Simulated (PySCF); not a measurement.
Peak assignment

Molfile (atoms numbered from 1):
```
C6H3N
     RDKit          3D

 10  9  0  0  0  0  0  0  0  0999 V2000
   -1.9512    0.6375   -1.4032 C   0  0  0  0  0  0  0  0  0  0  0  0
   -0.8875    0.2892   -0.4946 C   0  0  0  0  0  0  0  0  0  0  0  0
    0.0060   -0.0032    0.2662 C   0  0  0  0  0  0  0  0  0  0  0  0
    1.0055   -0.3299    1.1165 C   0  0  0  0  0  0  0  0  0  0  0  0
    1.9038   -0.6228    1.8771 C   0  0  0  0  0  0  0  0  0  0  0  0
    2.9111   -0.9516    2.7300 C   0  0  0  0  0  0  0  0  0  0  0  0
    3.7693   -1.2316    3.4537 N   0  0  0  0  0  0  0  0  0  0  0  0
   -1.7211    1.5677   -1.9287 H   0  0  0  0  0  0  0  0  0  0  0  0
   -2.0954   -0.1498   -2.1480 H   0  0  0  0  0  0  0  0  0  0  0  0
   -2.8914    0.7727   -0.8625 H   0  0  0  0  0  0  0  0  0  0  0  0
  1  2  1  0
  2  3  3  0
  3  4  1  0
  4  5  3  0
  5  6  1  0
  6  7  3  0
  1  8  1  0
  1  9  1  0
  1 10  1  0
M  END
```

PySCF 2.14 calculation with B97-2/pcSseg-2 with gauge-including orbitals and coordinates at the PBE0-D3(BJ)/def2-TZVP level; one conformer, no solvent model, rapidly exchanging positions averaged, no relativistic terms.

Shifts are taken against calculated references (same method and geometry level): $^{13}$C vs TMS.

Problem. Assign these signals to the numbered atoms. $^{13}$C{$^{1}$H} NMR (computed): δ 112.2 (C), 83.7 (C), 70.1 (C), 69.8 (C), 52.8 (C), 5.5 (CH3).

Solution. 
| δ (ppm) | atoms | environment | reason |
| --- | --- | --- | --- |
| 112.2 | C6 | nitrile carbon | typical of a nitrile |
| 83.7 | C2 | alkyne carbon | sp carbons lie upfield of alkene carbons because the cylindrical π system leaves one tensor component strongly shielded |
| 70.1 | C3 | alkyne carbon | – |
| 69.8 | C4 | alkyne carbon | – |
| 52.8 | C5 | alkyne carbon | – |
| 5.5 | C1 | propargylic methyl carbon | a saturated carbon with 1 carbon neighbour and no heteroatom attached |

C3 and C4 lie closer than the usual error of such a calculation, so a measured spectrum could show them in the other order.

Shifts are as computed. Against solution values, carbons near 30 ppm lie about +3 ppm off and those near 130 ppm about +7 ppm. Of 1211 compounds with measured shifts, 218 miss one by over three times the rms of a fit or turn the order of signals round; such compounds aren't used in these exercises.
